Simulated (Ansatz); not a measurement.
C3H7FOSi can be A, `C=C(F)O[SiH2]C`, or B, `C=C[Si](C)(O)F`.

Isolated molecules relaxed with PBE0-D4/def2-TZVP in Ansatz; ΔE leaves out vibrations. CBS: MP2 limit from def2 TZ/QZ plus the TZ coupled-cluster correction, frozen cores. Functionals use def2-TZVPP. B3LYP here is the variant with VWN-RPA as its local correlation; programs differ in this. Each species was taken in one conformer, which may not be the lowest.

**Question.** Which isomer does CCSD(T)/CBS put lower? Give the gap. (Estimate.)

**Answer.** Ansatz gave: B, by 289.7 kJ/mol.

**Question.** Give E(B) − E(A) in kJ/mol with B2PLYP, r2SCAN-D4, MP2/def2-TZVPP, B3LYP-D4, B3LYP, PBE-D4, HF/def2-TZVPP. (Estimate.)

**Answer.** The calculation gave: B2PLYP -275.2, r2SCAN-D4 -265.3, MP2/def2-TZVPP -291.7, B3LYP-D4 -267.3, B3LYP -263.7, PBE-D4 -252.9, HF/def2-TZVPP -274.0. None reverses the order clearly.

Largest T1 diagnostic: 0.012.

In def2-TZVPP, CCSD(T) changes the Hartree–Fock value by −7.2 kJ/mol (the triples alone add +1.5 kJ/mol) and MP2 by −17.7 kJ/mol. From PBE to PBE0 (25 % exact exchange), in def2-TZVPP and without D4, E(B) − E(A) moves by −9.6 kJ/mol.
